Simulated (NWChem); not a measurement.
C₃H₅FSi; SMILES C1C[SiH2]C=1F

```xyz
10

F     -0.2562     2.0914     0.0000
C      0.0129     0.7967     0.0000
C      1.2247     0.2104     0.0000
C      0.9677    -1.2865     0.0000
Si    -0.8896    -0.8446     0.0000
H      2.2064     0.7016     0.0000
H      1.3445    -1.8093    -0.8941
H      1.3445    -1.8093     0.8941
H     -1.6839    -1.2026    -1.2139
H     -1.6839    -1.2026     1.2139
```
Atoms are numbered in this order, from 1.

Results from NWChem. Medium grid unless said otherwise, to which SCAN and Minnesota functionals are sensitive. All runs use the structure optimised with PBE0/def2-SVP. Hybrids' shares of exact exchange are those that their runs print; pure functionals count as 0. The functionals differ in more than this share.

```csv
row,share of exact exchange,orbital gap (eV)
PBE/def2-TZVP,0.00,5.15
"LDA (Slater exchange, VWN5)/def2-TZVP",0.00,5.08
B3LYP/def2-TZVP,0.20,withheld
PW6B95/def2-TZVP,0.28,7.50
M06-2X/def2-TZVP,0.54,9.36
```

Question: Fit a straight line of the last column on the one before it, predict the withheld value, and compare with the run.

Answer: 
1. Means of the 4 shown rows: x = 0.205, y = 6.772. Slope Σ(x − x̄)(y − ȳ)/Σ(x − x̄)² = 1.601/0.2019 = 7.929; intercept 5.147.
2. The shown rows scatter about the line by 0.082 (root mean square); the largest residual is +0.13, at PW6B95/def2-TZVP.
3. At x = 0.20 (B3LYP/def2-TZVP; inside the shown range) the line gives 6.73.
4. The run gives 6.88, +0.15 from the line, 1.8 times the scatter.
